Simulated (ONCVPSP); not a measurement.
## Transferability test, ONCV potential for Ta

tantalum, optimised norm-conserving Vanderbilt (ONCV), made with ONCVPSP 4.0.1 (LDA (Perdew-Wang 92), fully relativistic). Core [Xe] 4f14, reference 5d3.5 6s1.5. Waves: 6s: rc 2.80 bohr, ncon 5, nbas 9, qcut 2.5 1/bohr, 2 projectors, debl 1.3 Ha; p scattering state at 0.2 Ha: rc 3.00 bohr, ncon 4, nbas 8, qcut 2.7 1/bohr, 1 projector; 5d: rc 2.35 bohr, ncon 4, nbas 9, qcut 5.3 1/bohr, 1 projector. Local part: polynomial inside 2.30 bohr (lpopt 3, dvloc0 0 Ha). Core correction: Teter function, fcfact 3, rcfact 1.05.

Open shells are filled in proportion to 2j + 1.

In the p channel the program set the typed energies aside and used 0.050 Ha (j = l + 1/2; the other j can differ).

Energies are relative to the spin-unpolarised reference configuration 5d3.5 6s1.5; without spin polarisation the order of configurations can differ from experiment.

Q: Give the all-electron excitation energy and the error of the potential for: 5d3 6s2; 5d3 6s1; 5d3 6s0; 5d2 6s2 6p1.

A:

```json
{"valence configuration": "5d3 6s2", "charge": "0", "ΔE all-electron (eV)": "-0.979", "error AE − PS (meV)": "-4.6"}
{"valence configuration": "5d3 6s1", "charge": "+1", "ΔE all-electron (eV)": "7.717", "error AE − PS (meV)": "+3.9"}
{"valence configuration": "5d3 6s0", "charge": "+2", "ΔE all-electron (eV)": "23.017", "error AE − PS (meV)": "+51"}
{"valence configuration": "5d2 6s2 6p1", "charge": "0", "ΔE all-electron (eV)": "2.076", "error AE − PS (meV)": "-69"}
```

Levels in the configuration 5d3 6s1:

| level | all-electron (eV) | pseudo (eV) |
| --- | --- | --- |
| 5d j=5/2 | -10.503 | -10.503 |
| 5d j=3/2 | -11.147 | -11.149 |
| 6s j=1/2 | -11.903 | -11.883 |

Note: no bound ghost flagged; GHOST(+) flagged for s at 40.2 eV.
